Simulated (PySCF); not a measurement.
C3H7BO3, SMILES COB1COCO1. Geometry: PBE0-D3(BJ)/def2-SVP. This is a generated structure with no PubChem entry under its InChIKey; it may be hypothetical. Other conformers were not sampled.

Computed equilibrium geometry at PBE0-D3(BJ)/def2-SVP (PySCF confirms it by a frequency run) as a Z-matrix (one conformer of several):
```
B
O 1 1.3440
O 1 1.3634 2 120.80
C 2 1.4012 1 122.78 3 -179.70
H 4 1.1010 2 109.43 1 -126.94
H 4 1.1017 5 108.07 2 119.60
H 4 1.1030 5 108.34 6 117.29
C 3 1.4074 1 108.38 2 175.80
O 8 1.3925 3 108.76 1 18.85
H 8 1.1020 9 108.90 3 -119.98
H 8 1.1109 10 109.16 9 122.02
C 9 1.4210 8 108.18 10 -147.55
H 12 1.1016 9 108.75 8 145.71
H 12 1.1110 13 106.94 9 -120.60
```
